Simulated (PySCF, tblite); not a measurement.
Question: Write Cartesian coordinates for `CO[Si]Cl` [triplet] as optimised with GFN2-xTB. (Triplet state.)

Answer: 
```xyz
7
CH3ClOSi angstrom
C     -0.9586   -0.1832    0.0132
O      0.0526    0.7697   -0.2338
Si     1.5388    0.8824    0.4413
Cl     3.0590   -0.2030   -0.4453
H     -1.3169   -0.1102    1.0417
H     -0.5966   -1.1960   -0.1723
H     -1.7748    0.0451   -0.6719
```

Orientation and origin are arbitrary. Atoms count from 1 in this order. O2 (oxygen bonded to C and Si) is bent (angle 128.7°).

Bonds between heavy atoms (Å): C1–O2 1.411, O2–Si3 1.636, Si3–Cl4 2.068.

Computed geometry: GFN2-xTB, gas phase. This method treats the open shell by occupation alone, without spin polarisation.

Point group: C1 (no symmetry element, even within 0.4 Å). Its GFN2-xTB frequencies are all real (lowest 71 cm⁻¹). This triplet need not be the ground state; the singlet was not compared here. Torsions: C1–O2–Si3–Cl4 87°. 2 starts were optimised and ended at 0.00 and 0.02 kcal/mol (GFN2-xTB); the lowest of these is shown.

One conformer stands for the species.
